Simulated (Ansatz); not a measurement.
`N#C[SiH](F)Cl` → F• + `N#C[SiH]Cl`• at 400 K and 1 bar (homolysis of the F–Si bond).

Isolated molecules relaxed with PBE0-D4/def2-TZVP in Ansatz; ΔE leaves out vibrations. CCSD(T)/CBS adds triple-zeta CCSD(T) − MP2 to the extrapolated MP2 energy (def2 sets, frozen cores). This one scheme is used for every species, atoms too. No spin–orbit coupling; open shells (•) take unrestricted orbitals. Spin–orbit coupling would lower the free atoms: a little for F.

| species | CCSD(T)/CBS energy (Eh) | H − E (kJ/mol) | S (J/(mol·K)) |
| --- | --- | --- | --- |
| `N#C[SiH](F)Cl` | -942.11148 | 85.3 | 353.4 |
| F• | -99.66871 | 8.3 | 166.6 |
| `N#C[SiH]Cl`• | -842.19118 | 70.0 | 332.8 |

H − E and S are ideal-gas, rigid-rotor, harmonic terms from PBE0-D4/def2-TZVP, for one conformer and one mirror image of each species, with the whole ground term of open shells counted as degenerate. 1 Eh = 2625.50 kJ/mol, R = 8.31446 J/(mol·K).

Problem. By hand: ΔE, ΔH, ΔS and ΔG.

Solution. ΔE = (-99.66871) + (-842.19118) − (-942.11148) = 0.25159 Eh = 660.5 kJ/mol. Δ(H − E) = 8.3 + 70.0 − 85.3 = -7.0, so ΔH = 653.5 kJ/mol. ΔS = 166.6 + 332.8 − 353.4 = 146.0 J/(mol·K). ΔG = 653.5 − 400 × (146.0)/1000 = 595.1 kJ/mol.

Problem. By hand: the equilibrium constant, and the temperature at which ΔG would vanish if ΔH and ΔS stayed fixed.

Solution. log₁₀ K = −ΔG/(RT ln 10) = -77.7. ΔG = 0 at ΔH/ΔS = 4476 K, far beyond where these terms or the molecules hold.

The number of gas molecules changes by +1, which sets the sign of ΔS. A doubt of 5 kJ/mol in ΔE shifts log₁₀ K by 0.7 here. Other conformers and mirror images would add mixing entropy, several J/(mol·K) or more a flexible species. These are equilibria of isolated gas molecules and say nothing of rates. Largest T1 diagnostic: 0.022 (customary marks: 0.02 for closed shells, 0.045 for open ones).
